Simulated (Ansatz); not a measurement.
Species: SbCl2, charge 1, multiplicity 1. It need not be the lowest isomer of its formula. 
Coordinates optimised at B3LYP-D3(BJ)/def2-TZVP (Ansatz, a program for electronic structure):
```
Sb
Cl 1 2.2740
Cl 1 2.2740 2 100.32
```
Charge +1, spin multiplicity 1.

Basis-set convergence of Hartree-Fock and CCSD(T) correlation energies (hartree) with Ansatz. Cores are frozen in the correlated levels unless marked. Spin-orbit coupling is left out. Frozen are the shells of the preceding noble gas and the d and f shells that filled before the atom's block. In def2 rows, elements after Kr have scalar-relativistic effective core potentials.

```csv
basis,functions,E(HF),"E(corr, CCSD(T))",rough core time
def2-SVP,62,-1157.73141,-0.38470,under 20 s
def2-TZVPP,134,-1158.06774,-0.53057,under 20 s
def2-QZVPP,222,-1158.09740,-0.57758,40 s
```

Extrapolating the two largest sets (X = 3 and 4) as X^-3: E(corr) = (64·(-0.57758) - 27·(-0.53057))/37 = -0.6119 Eh, an estimate of the basis-set limit. The largest set recovers 94.4 % of it, the smallest 62.9 %.
